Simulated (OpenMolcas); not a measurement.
Computed levels of 5s² 5p² in ions with 50 electrons, in cm-1 above ³P₀.

```yaml
Program: OpenMolcas 26.06
Method: SS-CASPT2, IPEA 0.25 Eh, imaginary shift 0.1 Eh
Basis: ANO-RCC-VQZP
Scalar_Hamiltonian: DKH2, point nucleus
Spin-orbit_coupling: RASSI with atomic mean-field integrals over the reference wave functions, term energies averaged over their components
```

Active space for each ion: 2 electrons in 3 orbitals (5p); closed shells correlated by CASPT2: 4d 5s.

```
Level     Sn   Te2+   Xe4+
  ³P₁   1474   4080   8100
  ³P₂   3070   7270  12800
  ¹D₂   8290  16030  26170
  ¹S₀  16720  29130  42400
```

Estimate ³P₂, ¹D₂, ¹S₀ for I3+ from its neighbours Te2+ and Xe4+.

³P₂ is fine structure, which grows about as the fourth power of a screened charge, so the fourth roots are averaged: ((7270^0.25 + 12800^0.25) / 2)^4 = 9743. The calculation gives 9800, so the estimate is off by -0.6 %.
¹D₂ is another term, which grows about linearly with the charge: (16030 + 26170) / 2 = 21100. The calculation gives 20660, so the estimate is off by +2.1 %.
¹S₀ is another term, which grows about linearly with the charge: (29130 + 42400) / 2 = 35765. The calculation gives 35400, so the estimate is off by +1.0 %.

Mixed levels, with the weight of the term that names them: Xe4+ ³P₂ (71 %), Xe4+ ¹D₂ (71 %).

Term energies are means over components that CASPT2 splits; among the terms shown or strongly mixed into the levels shown the widest spread is 91 cm-1 (5s² 5p² ¹D, I3+). With the s shell closed, the reference lacks s² → p² mixing. Levels of configurations outside the active space are missing.
